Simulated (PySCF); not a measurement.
PySCF input (HF/def2-TZVPD):

```python
from pyscf import gto, scf, dft

mol = gto.M(
    atom='''
    Te    0.02567394   -0.01476549    0.31479981
    F     0.61677838    1.22310707   -0.91040454
    F    -0.76511670   -1.13779537   -0.90843879
    ''',
    basis='def2-tzvpd',
    ecp='def2-tzvp',
    charge=1,
    spin=1,
    verbose=4,
)

mf = scf.UHF(mol).density_fit(auxbasis='def2-universal-jkfit')
mf.conv_tol = 1e-9
mf.max_cycle = 100
mf.max_memory = 1500
mf.kernel()
if not mf.converged:
    mf = mf.newton()
    mf.kernel(mf.make_rdm1())
for _ in range(2):
    mo, _, stable, _ = mf.stability(return_status=True)
    if stable:
        break
    mf.kernel(mf.make_rdm1(mo, mf.mo_occ))
mf.analyze()
```

End of the output:

```
Extra cycle  E= -465.64882311066  delta_E= -5.57e-12  |g|= 9.63e-07  |ddm|= 2.19e-06
converged SCF energy = -465.64882311066  <S^2> = 0.76637345  2S+1 = 2.016307
uhf_internal: lowest eigs of H = [0.26438883 0.28688456 0.31748098]
<class 'pyscf.df.df_jk.DFUHF'> wavefunction is stable in the internal stability analysis
**** SCF Summaries ****
Total Energy =                        -465.648823110659805
Nuclear Repulsion Energy =             139.960667713720483
One-electron Energy =                -1012.042929405107429
Two-electron Energy =                  406.433438580727170
Two-electron Coulomb Energy =          446.177403719927099
DFT Exchange-Correlation Energy =      -39.743965139199929
HOMO-LUMO gap [eV] =                    10.895192090389221
**** MO energy ****
                             alpha | beta                alpha | beta
MO #1   energy= -26.5679455415151  | -26.564410628144   occ= 1 | 1
MO #2   energy= -26.5679382301463  | -26.5644012224605  occ= 1 | 1
MO #3   energy= -7.53813852466574  | -7.53077903594297  occ= 1 | 1
MO #4   energy= -5.5079575449518   | -5.50306818116787  occ= 1 | 1
MO #5   energy= -5.50401097610368  | -5.50000425915089  occ= 1 | 1
MO #6   energy= -5.49978525242117  | -5.48742766036475  occ= 1 | 1
MO #7   energy= -2.36981561807755  | -2.36971241049189  occ= 1 | 1
MO #8   energy= -2.36494334337814  | -2.36062226122425  occ= 1 | 1
MO #9   energy= -2.36100425507346  | -2.35225627478444  occ= 1 | 1
MO #10  energy= -2.35753414984073  | -2.34930668225491  occ= 1 | 1
MO #11  energy= -2.35685347048493  | -2.34814742536647  occ= 1 | 1
MO #12  energy= -1.85886123710495  | -1.84863614149373  occ= 1 | 1
MO #13  energy= -1.8320862409588   | -1.8233030985509   occ= 1 | 1
MO #14  energy= -1.16450277051006  | -1.10960890820225  occ= 1 | 1
MO #15  energy= -0.95572504246166  | -0.951569278018628 occ= 1 | 1
MO #16  energy= -0.955384118645151 | -0.938535252183698 occ= 1 | 1
MO #17  energy= -0.942410641406054 | -0.917169142758825 occ= 1 | 1
MO #18  energy= -0.927474977950705 | -0.895175052240578 occ= 1 | 1
MO #19  energy= -0.895793359912957 | -0.893849397189702 occ= 1 | 1
MO #20  energy= -0.842325510512811 | -0.813543866943053 occ= 1 | 1
MO #21  energy= -0.684032356853205 | -0.283641429232635 occ= 1 | 0
MO #22  energy= -0.229225170413208 | -0.215933253587011 occ= 0 | 0
MO #23  energy= -0.198554945027752 | -0.169602372000693 occ= 0 | 0
MO #24  energy= -0.107232910156398 | -0.103191944987717 occ= 0 | 0
MO #25  energy= -0.0806975100434332 | -0.0738925626358033 occ= 0 | 0
MO #26  energy= -0.0653545553707368 | -0.0641942529356735 occ= 0 | 0
MO #27  energy= -0.056422391690674 | -0.0531023335114912 occ= 0 | 0
MO #28  energy= -0.0284941074747422 | -0.0161600302974771 occ= 0 | 0
MO #29  energy= -0.0283295344563248 | -0.0149300002116227 occ= 0 | 0
MO #30  energy= -0.027060424888152 | -0.0143222103606354 occ= 0 | 0
MO #31  energy= -0.00523212645886857 | -0.00416159367936325 occ= 0 | 0
MO #32  energy= 0.00438284396051797 | 0.00606507004440616 occ= 0 | 0
MO #33  energy= 0.0571138122100744 | 0.0581542260138779 occ= 0 | 0
MO #34  energy= 0.0579116210346405 | 0.0624852455712874 occ= 0 | 0
MO #35  energy= 0.0604239920406247 | 0.0645532650229082 occ= 0 | 0
MO #36  energy= 0.0692581225594746 | 0.0717867352372334 occ= 0 | 0
MO #37  energy= 0.0747904349293438 | 0.0768682237890312 occ= 0 | 0
MO #38  energy= 0.0794585615953932 | 0.0796893736253224 occ= 0 | 0
MO #39  energy= 0.114541937336665  | 0.13240219136987   occ= 0 | 0
MO #40  energy= 0.140799003825442  | 0.142084298307236  occ= 0 | 0
MO #41  energy= 0.141362853847767  | 0.144252580093574  occ= 0 | 0
MO #42  energy= 0.181259849297773  | 0.184130105640531  occ= 0 | 0
MO #43  energy= 0.206297718632666  | 0.239239330298869  occ= 0 | 0
MO #44  energy= 0.209581637293023  | 0.246525951284032  occ= 0 | 0
MO #45  energy= 0.228872902510042  | 0.262254713998702  occ= 0 | 0
MO #46  energy= 0.260301774315648  | 0.263129520088788  occ= 0 | 0
MO #47  energy= 0.26142210157341   | 0.270661033631182  occ= 0 | 0
MO #48  energy= 0.331339337057265  | 0.338736952290258  occ= 0 | 0
MO #49  energy= 0.369702949172879  | 0.379847555566396  occ= 0 | 0
MO #50  energy= 0.398416426884161  | 0.406944471121704  occ= 0 | 0
MO #51  energy= 0.402812952769644  | 0.408740414952505  occ= 0 | 0
MO #52  energy= 0.446177513831799  | 0.447932415522946  occ= 0 | 0
MO #53  energy= 0.522252524431952  | 0.524826779123     occ= 0 | 0
MO #54  energy= 0.532759463874985  | 0.547317363802558  occ= 0 | 0
MO #55  energy= 0.539472664093407  | 0.55394831115585   occ= 0 | 0
MO #56  energy= 0.572339352999116  | 0.572799159642652  occ= 0 | 0
MO #57  energy= 0.594336960166765  | 0.596507308562027  occ= 0 | 0
MO #58  energy= 0.622722226792104  | 0.623198808072027  occ= 0 | 0
MO #59  energy= 0.645070947771889  | 0.64931772185941   occ= 0 | 0
MO #60  energy= 0.681870065411828  | 0.69550385508378   occ= 0 | 0
MO #61  energy= 0.683650290246931  | 0.700704852044527  occ= 0 | 0
MO #62  energy= 0.708704644207574  | 0.716706206172247  occ= 0 | 0
MO #63  energy= 0.766919666501217  | 0.782974969619984  occ= 0 | 0
MO #64  energy= 0.790056459348912  | 0.808645949684321  occ= 0 | 0
MO #65  energy= 0.839611723826945  | 0.854372529750466  occ= 0 | 0
MO #66  energy= 0.870553521069661  | 0.878612381295151  occ= 0 | 0
MO #67  energy= 0.895170347225382  | 0.924454139773136  occ= 0 | 0
MO #68  energy= 0.992107311564578  | 0.995343843503424  occ= 0 | 0
MO #69  energy= 1.0198097119726    | 1.02946884594868   occ= 0 | 0
MO #70  energy= 1.03775717514436   | 1.04031230673688   occ= 0 | 0
MO #71  energy= 1.05218471773994   | 1.05721269116676   occ= 0 | 0
MO #72  energy= 1.0638978814605    | 1.0780167985392    occ= 0 | 0
MO #73  energy= 1.07784618245601   | 1.09842520892981   occ= 0 | 0
MO #74  energy= 1.14299535383498   | 1.14472000437094   occ= 0 | 0
MO #75  energy= 1.15642119010457   | 1.16826473695801   occ= 0 | 0
MO #76  energy= 1.21094507734321   | 1.22451636263244   occ= 0 | 0
MO #77  energy= 1.2459653332047    | 1.25459612118798   occ= 0 | 0
MO #78  energy= 1.35848258943715   | 1.38751478101927   occ= 0 | 0
MO #79  energy= 1.36076996563671   | 1.38886978010158   occ= 0 | 0
MO #80  energy= 1.38907487083372   | 1.4051826285993    occ= 0 | 0
MO #81  energy= 1.46895783021699   | 1.4805470219523    occ= 0 | 0
MO #82  energy= 1.57509860595656   | 1.57590635280463   occ= 0 | 0
MO #83  energy= 2.27207274065813   | 2.27578084544      occ= 0 | 0
MO #84  energy= 2.30410040879447   | 2.30611386269234   occ= 0 | 0
MO #85  energy= 2.314323601402     | 2.31707437099617   occ= 0 | 0
MO #86  energy= 2.31955527075375   | 2.32293749944331   occ= 0 | 0
MO #87  energy= 2.33354296485132   | 2.33520294292905   occ= 0 | 0
MO #88  energy= 2.33861298230937   | 2.34437490200381   occ= 0 | 0
MO #89  energy= 2.35999051904804   | 2.36569291421653   occ= 0 | 0
MO #90  energy= 2.43890044522348   | 2.43985885517075   occ= 0 | 0
MO #91  energy= 2.66064746087617   | 2.66529591105608   occ= 0 | 0
MO #92  energy= 2.84806976621586   | 2.85083932811897   occ= 0 | 0
MO #93  energy= 2.88968715548343   | 2.89310783989754   occ= 0 | 0
MO #94  energy= 2.98466384898793   | 2.98856602825914   occ= 0 | 0
MO #95  energy= 2.99809453929496   | 3.00574535236638   occ= 0 | 0
MO #96  energy= 3.00222858033834   | 3.00747710859453   occ= 0 | 0
MO #97  energy= 3.0604974506778    | 3.0651370458858    occ= 0 | 0
MO #98  energy= 3.16846384189414   | 3.16943549731758   occ= 0 | 0
MO #99  energy= 3.2190271478451    | 3.221347990624     occ= 0 | 0
MO #100 energy= 3.53392205963887   | 3.54582725898542   occ= 0 | 0
MO #101 energy= 3.53908019270022   | 3.54588660498273   occ= 0 | 0
MO #102 energy= 3.54443279982539   | 3.5511865666993    occ= 0 | 0
MO #103 energy= 3.63100546909631   | 3.63238942539972   occ= 0 | 0
MO #104 energy= 3.80621898623789   | 3.80926329607195   occ= 0 | 0
[...]
```
